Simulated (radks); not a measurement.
Values are calculated unless marked as measured or tabulated.
Q: The zinc ion Zn4+ is in [Ar] 3d8. Level of theory: scalar-relativistic Kohn-Sham, r2SCAN, spin-polarised, spherical densities, finite nucleus; meta-GGA in the generalised Kohn-Sham scheme; Fermi nuclear charge, rms radius of each element as measured or else 0.836 A^(1/3) + 0.57 fm (a radial shooting solver on a logarithmic mesh with Libxc functionals). Open shells are filled with parallel spins first. One electron is removed from 3d, 3s, 3p, 2p in turn, with full relaxation. Which removal costs least, and what does each cost?

A: 3d 83.546 eV; 3p 161.73 eV; 3s 209.80 eV; 2p 1113.2 eV. The 3d electron leaves first.
